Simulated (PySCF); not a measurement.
C4H4FN3.
Bonds: F1–C2, C2–C3, C3–N4 (aromatic), N4–C5 (aromatic), C5–C6 (aromatic), C6–N7 (aromatic), N7–N8 (aromatic), C3–N8 (aromatic). Hydrogens: H9, H10 on C2; H11 on C5; H12 on C6.

Structure optimised with GFN2-xTB, isolated species.

(1) What internal coordinates does the optimisation give?

Answers

(1) 
```tsv
bond	length (Å)
F1–C2	1.373
C2–C3	1.504
C3–N4	1.333
N4–C5	1.317
C5–C6	1.397
C6–N7	1.320
N7–N8	1.300
C3–N8	1.322
C2–H9, C2–H10	1.094
C5–H11	1.082
C6–H12	1.079
```

Bonds in one row agree within 0.01 Å and their mean is given. A selection of angles:
```tsv
angle	degrees
F1–C2–C3	109.5
C2–C3–N4	117.6
C2–C3–N8	117.7
N4–C3–N8	124.8
C3–N4–C5	116.0
N4–C5–C6	119.9
C5–C6–N7	120.3
C6–N7–N8	119.5
C3–N8–N7	119.3
```

Dihedral angles: F1–C2–C3–N4 -86° (synclinal). The mirror-image conformer, all signs reversed, is as good.

The 6-membered ring C3–N4–C5–C6–N7–N8 has internal angles of 116.0° to 124.8° (sum 720°, against 720° for a flat polygon); it is almost planar, 0.02 Å rms from its mean plane, widest ring torsion 5°. The C–C distances run from 1.397 Å (C5–C6, aromatic) to 1.504 Å (C2–C3, drawn single), a spread of 0.107 Å. N8 (pyridine-type nitrogen) is bent (angle 119.3°).

Point group: C1 (no symmetry element, even within 0.4 Å). Whether it is a minimum is left open (no frequencies). One conformer, not necessarily the lowest.

The numbers are calculated, not measured.
